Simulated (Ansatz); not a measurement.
Total energies of `C[C](C)(C)[Sn]([F])([F])[C](C)(C)C`.

```xyz
29

C     0.551   -1.674   -1.954
C    -0.617   -0.721   -1.740
C    -1.829   -1.457   -1.186
C    -0.969    0.000   -3.033
Sn   -0.020    0.808   -0.330
F    -1.484    2.075   -0.335
F     1.387    1.779   -1.238
C     0.617    0.729    1.736
C    -0.513    0.150    2.576
C     0.915    2.164    2.150
C     1.868   -0.132    1.835
H     0.275   -2.426   -2.704
H     0.821   -2.212   -1.041
H     1.440   -1.155   -2.322
H    -1.602   -1.991   -0.258
H    -2.666   -0.781   -0.996
H    -2.167   -2.204   -1.916
H    -0.116    0.550   -3.438
H    -1.279   -0.737   -3.786
H    -1.793    0.704   -2.896
H    -0.219    0.151    3.634
H    -1.429    0.740    2.490
H    -0.744   -0.884    2.305
H     1.711    2.604    1.545
H     1.243    2.178    3.197
H     0.033    2.803    2.068
H     2.225   -0.139    2.873
H     1.681   -1.171    1.550
H     2.680    0.253    1.213
```

Total charge 0; spin multiplicity 1. Correlated methods include outer-core shells of Sn, which these sets cover unevenly. Sn: def2 effective core potential. Geometry: relaxed with PBE0-D4/def2-TZVP. Basis def2-TZVPP, the Gaussian-basis code of Ansatz.

RPA on PBE orbitals: Hartree–Fock energy of these orbitals -725.79527 Eh, correlation -3.58679 Eh (frozen core).

| functional | energy without D4 (Eh) | D4 term (kJ/mol) |
| --- | --- | --- |
| LDA (SPW92) | -725.36473 | – |
| PBE | -729.32250 | -79.4 |
| revPBE | -729.83446 | -226.6 |
| BLYP | -729.69683 | -168.1 |
| B97M-V | -729.91841 | – |
| PBE0 | -729.39029 | -68.5 |
| B3LYP | -730.05478 | -125.6 |
| r2SCANh | -729.74104 | -23.6 |
| r2SCAN0 | -729.69286 | -25.8 |
| HSE06 (plane-wave form) | -729.36030 | -64.2 |
| LC-ωPBE | -729.71052 | – |
| ωB97X-V | -729.80848 | – |
| ωB97M-V | -729.69348 | – |
| PBE-QIDH | -729.14108 | – |

**Question.** Give the same for r2SCAN, BHLYP, CAM-B3LYP, B2PLYP. (An estimate is asked.)

**Answer.** Ansatz gave: 
| functional | energy without D4 (Eh) | D4 term (kJ/mol) |
| --- | --- | --- |
| r2SCAN | -729.77511 | -22.3 |
| BHLYP | -729.61272 | -97.2 |
| CAM-B3LYP | -729.71885 | -70.0 |
| B2PLYP | -729.35032 | – |

B3LYP takes the VWN-RPA correlation (the form of Gaussian; ORCA's B3LYP/G). HSE06 is the plane-wave form, built on full-range PBE exchange. The double hybrids freeze the cores in their second-order part.

LC-ωPBE has ω = 0.4 bohr⁻¹.
